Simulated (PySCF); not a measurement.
# Electron correlation in Ca (calcium, neutral)

[Ar] 4s2, closed-shell 1S. All numbers are calculated (PySCF 2.14, the non-relativistic Hamiltonian (point nucleus), in def2-TZVPPD (6s5p3d, 36 functions)). Frozen: [Ne]; 10 electrons correlated.

```tsv
level	correlation energy (mhartree)
CCSD	-221.78
(T)	-4.54
CCSD(T)	-226.32
CCSDT	-226.64
```

Diagnostics: T1 = 0.017, D1 = 0.0520, largest double amplitude 0.102.

Is a single reference adequate?

Mostly. T1 lies below 0.03, but a double amplitude of this size points to a near-degeneracy that CCSD handles and MP2 describes poorly.

This basis was not built for core-valence correlation, so the inner-shell part is incomplete.
